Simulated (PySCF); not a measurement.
**Co (cobalt, neutral) across methods**

[Ar] 3d6 4s2 4p1, one real determinant (an excited configuration). Calculation: PySCF 2.14, in aug-cc-pwCVTZ-DK with one added diffuse shell each of s, p, d, f, g type (11s10p8d5f4g, 152 functions); the spin-free X2C one-electron Hamiltonian (Gaussian nucleus).

```csv
method,E (hartree),mean ε 4s α (eV),mean ε 4s β (eV),mean ε 4p α (eV),Σ⟨r²⟩ (bohr²),⟨S²⟩
LDA,-1390.315,-8.359,-7.035,-3.129,44.37,8.756
PBE0,-1392.765,-9.168,-7.545,-3.941,44.45,8.758
PBE,-1392.741,-8.162,-6.791,-3.130,44.67,8.757
UHF,-1391.69563,-11.424,-8.926,-5.725,45.60,8.759
r2SCAN,-1392.955,-8.428,-6.888,-3.373,44.18,8.764
```

⟨L²⟩ = 8.02 against 12 for a pure F term, so this real determinant mixes terms.
